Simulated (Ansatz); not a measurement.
Mulliken charges of `B[CH2][Al]([OH])[Cl]` from B3LYP/def2-TZVPP in Ansatz (PBE0-D4/def2-TZVP geometry).

| atom | x (Å) | y (Å) | z (Å) | charge (e) |
| --- | --- | --- | --- | --- |
| B1 | -0.229 | 0.849 | 1.427 | -0.172 |
| C2 | -1.016 | 0.168 | 0.326 | -0.291 |
| Al3 | 0.389 | -0.310 | -0.950 | 0.601 |
| O4 | 1.117 | -1.823 | -0.830 | -0.386 |
| Cl5 | 0.914 | 0.986 | -2.508 | -0.257 |
| H6 | 0.242 | 0.209 | 2.325 | 0.037 |
| H7 | 0.010 | 2.023 | 1.367 | 0.037 |
| H8 | -1.674 | 0.800 | -0.277 | 0.123 |
| H9 | -1.454 | -0.808 | 0.558 | 0.127 |
| H10 | 1.784 | -2.144 | -1.434 | 0.181 |

Task: By hand: the dipole of these point charges (1 e Å = 4.8032 D).

Result: Σ q r = (-0.156, -0.241, -0.032) e Å, of length 0.289 e Å = 1.39 D.

Task: How does the dipole of the full density compare? (Estimate.)

Result: The calculation gave: (-0.070, -0.224, -0.162) e Å, 1.37 D; the point charges give 1.01 times that, at 32° from its direction.

Point charges leave out the atoms' own dipoles, such as those of lone pairs, and Mulliken's split depends on the basis, so the two needn't agree.

B3LYP here is the variant with VWN-RPA as its local correlation; programs differ in this.
